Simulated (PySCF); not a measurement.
GaCl, SMILES [Ga][Cl] (connectivity only; charge and spin as stated), neutral, multiplicity 1.

Geometry: PBE-D3(BJ)/def2-TZVP.

Two levels are set side by side: TDA-PBE/def2-TZVPD (PySCF) and TDA-B3LYP/def2-TZVPD (PySCF). Vertical, same geometry. The lowest singlet is HOMO→LUMO+1 95 % with PBE and HOMO→LUMO+1 96 % with the other functional; states are paired by order. Differences are taken from unrounded values.

```json
[
 {"quantity": "lowest singlet excitation (eV)", "TDA-B3LYP": "4.93"},
 {"quantity": "lowest triplet excitation (TDA) (eV)", "TDA-B3LYP": "3.59"},
 {"quantity": "first bright state (f over 0.05) (eV)", "TDA-B3LYP": "4.93"},
 {"quantity": "its oscillator strength", "TDA-B3LYP": "0.12"}
]
```

Question: What does TDA-PBE give, and how far is it from TDA-B3LYP? (An estimate is asked for; the answer gives what the named calculation found.)

Answer: 
```
quantity                               TDA-PBE  TDA-PBE minus TDA-B3LYP
-------------------------------------  -------  -----------------------
lowest singlet excitation (eV)            4.81                    -0.13
lowest triplet excitation (TDA) (eV)      3.51                    -0.09
first bright state (f over 0.05) (eV)     4.81                    -0.13
its oscillator strength                   0.10                    -0.02
```

Rough cost on one machine, each run with all the roots and properties that it gave: TDA-B3LYP against TDA-PBE within a factor of 2.
